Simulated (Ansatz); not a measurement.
Start from `CO[CH](Cl)[InH2]` and change one atom or group to get `[SiH3][CH](Cl)[InH2]`.

Ansatz, PBE0-D4/def2-TZVP geometries, multiplicity 1. Each molecule was computed in one conformer, which needn't be the lowest. `CO[CH](Cl)[InH2]` holds a close contact that its SMILES doesn't draw: In···Cl 2.96 Å. `[SiH3][CH](Cl)[InH2]` holds a close contact that its SMILES doesn't draw: In···Cl 2.92 Å.

Elements past krypton have def2 core potentials.

| property | `CO[CH](Cl)[InH2]` |
| --- | --- |
| HOMO–LUMO gap (ωB97M-V/def2-TZVPP) / eV | 8.71 |
| HOMO energy (PBE0/def2-TZVPP) / eV | -6.66 |
| LUMO energy (B3LYP/def2-TZVPP) / eV | -1.87 |
| HOMO energy (B3LYP/def2-TZVPP) / eV | -6.47 |
| ideal-gas entropy at 298 K and 1 bar (rigid rotor, harmonic PBE0-D4/def2-TZVP) / J/(mol·K) | 385 |
| size of the dipole moment (ωB97M-V/def2-TZVPP) / D | 2.64 |

(1) What does the change do to each property? (Best estimate.)

Results:

(1) Ansatz gave: 
| property | `[SiH3][CH](Cl)[InH2]` | shift |
| --- | --- | --- |
| HOMO–LUMO gap (ωB97M-V/def2-TZVPP) / eV | 9.20 | 0.49 |
| HOMO energy (PBE0/def2-TZVPP) / eV | -7.26 | -0.60 |
| LUMO energy (B3LYP/def2-TZVPP) / eV | -1.93 | -0.06 |
| HOMO energy (B3LYP/def2-TZVPP) / eV | -7.06 | -0.59 |
| ideal-gas entropy at 298 K and 1 bar (rigid rotor, harmonic PBE0-D4/def2-TZVP) / J/(mol·K) | 377 | -8 |
| size of the dipole moment (ωB97M-V/def2-TZVPP) / D | 1.55 | -1.09 |

With PBE0 the HOMO falls by 0.60 eV and the LUMO falls by 0.05 eV, so the gap widens by about 0.55 eV. PBE moves the HOMO by -0.71 eV and ωB97M-V by -0.55 eV. The zero-point energy changes by -45.8 kJ/mol with -3 modes. Dipoles are sizes alone; their direction can turn.

B3LYP here is the variant with VWN-RPA as its local correlation; programs differ in this.
